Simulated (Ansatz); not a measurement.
The cluster Hf3O6, relaxed as a singlet with RKS PBE-D4/def2-SVP in Ansatz, starting from the GFN1-xTB geometry. Force threshold 0.03 eV/Å.

In the def2 sets Hf takes a core potential; there is no spin–orbit coupling. The structure comes from a short search, and lower isomers may exist.

Start:

```
atom   x (Å)   y (Å)   z (Å)
 Hf1   1.997   0.049   0.306
 Hf2  -1.067  -1.637   0.549
 Hf3  -0.941   1.603  -0.813
  O4  -2.017  -2.974   1.213
  O5  -1.726  -0.056  -0.294
  O6   0.899   1.474  -0.328
  O7   0.815  -1.387   0.722
  O8   3.766   0.001   0.329
  O9  -1.727   2.928  -1.683
```

(1) Estimate the energy that the relaxation releases and the steps that it takes.

(2) Does the start keep its bonding?

(3) Predict the relaxed structure.

Answers

(1) 292.1 kJ/mol, in 15 steps; 21 s on 4 threads of Intel Xeon 6975P-C on a shared host. The force fell under the threshold at step 11, but the optimiser went on and released 0.004 eV more. No frequencies were taken in this run, so the end may be a saddle point.

(2) By distances, no bond broke or formed. The bond that changes most is Hf3–O6, from 1.91 to 1.98 Å (atoms count from 1).

(3) 
Cartesian coordinates in Å:
```
Hf 1.9798 0.1862 0.7912
Hf -0.9575 -1.8438 0.0226
Hf -1.0954 1.7924 -0.3589
O -1.8797 -2.5692 1.3759
O -1.7551 -0.0687 -0.3297
O 0.6696 1.6519 0.5356
O 0.8491 -1.4306 0.7144
O 3.0144 0.1031 -0.6664
O -0.8251 2.1787 -2.0847
```
Bond lengths (bridged metal pairs left out): 9 × Hf–O 1.79 to 1.98 Å.
